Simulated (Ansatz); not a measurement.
Computed with Ansatz on PBE0-D4/def2-TZVP structures; ΔE is electronic, products minus reactants. CCSD(T)/CBS adds triple-zeta CCSD(T) − MP2 to the extrapolated MP2 energy (def2 sets, frozen cores). This one scheme is used for every species. Functionals use def2-TZVPP. B3LYP here is the variant with VWN-RPA as its local correlation; programs differ in this. For Br outer-core shells are correlated without core-valence functions, which leaves a few kJ/mol of doubt a bond. Scalar relativity is left out up to krypton. Each species was taken in one conformer, which may not be the lowest.

`[SH][AlH][Br]` + `C=N` → `C=[N][AlH][SH]` + HBr  (ligand exchange at the Al–Br bond)

`[SH][AlH][Br]`:

Z-matrix (Å, degrees):
```
Al
S 1 2.170
Br 1 2.253 2 118.8
H 1 1.569 2 120.6 3 -179.9
H 2 1.345 1 93.1 3 -0.1
```

`C=N`:

Z-matrix (Å, degrees):
```
C
N 1 1.261
H 1 1.096 2 124.9
H 1 1.092 2 118.8 3 -180.0
H 2 1.021 1 111.0 3 -0.0
```

`C=[N][AlH][SH]`:

```xyz
8

C    -1.054    0.023    1.716
N    -0.519    0.081    0.596
Al    0.227    0.172   -0.976
S     2.197   -0.748   -1.186
H    -0.908    0.800    2.483
H    -1.710   -0.809    2.017
H    -0.509    0.888   -2.167
H     2.276   -0.407   -2.484
```

HBr:

Cartesian coordinates in Å:
```
Br 0.381 0.593 -0.089
H -0.381 -0.593 0.089
```

| level | ΔE (kJ/mol) | difference from CCSD(T)/CBS |
| --- | --- | --- |
| PBE-D4 | 87.8 | -7.8 |
| BHLYP-D4 | 90.9 | -4.7 |
| ωB97X-V | 91.8 | -3.8 |
| revPBE | 90.8 | -4.8 |
| r2SCAN | 89.8 | -5.8 |
| B3LYP | 85.2 | -10.4 |
| r2SCANh | 91.4 | -4.2 |
| r2SCAN0 | 93.7 | -1.9 |
| MP2/def2-SVP | 92.7 | -2.9 |
| CCSD/def2-SVP | 92.0 | -3.6 |
| CCSD(T)/CBS | 95.6 | 0 |

Q: What do rigid-rotor, harmonic-oscillator terms from PBE0-D4/def2-TZVP frequencies (298.15 K, 1 bar) make of the CCSD(T)/CBS value? (Estimate.)

A: Computed: ΔZPE = -13.8 kJ/mol, ΔH = +84.4 kJ/mol, ΔS = -9 J/(mol·K), ΔG = +87.1 kJ/mol.

Largest T1 diagnostic among the species: 0.013.

At CCSD(T), def2-SVP lies −4.4 kJ/mol from the extrapolated value and def2-TZVPP −3.4 kJ/mol. From r2SCAN to r2SCAN0 (25 % exact exchange), in def2-TZVPP and without D4, ΔE moves by +3.9 kJ/mol. In def2-TZVPP, CCSD(T) changes the Hartree–Fock value by −6.6 kJ/mol (the triples alone add −0.5 kJ/mol) and MP2 by −5.7 kJ/mol.
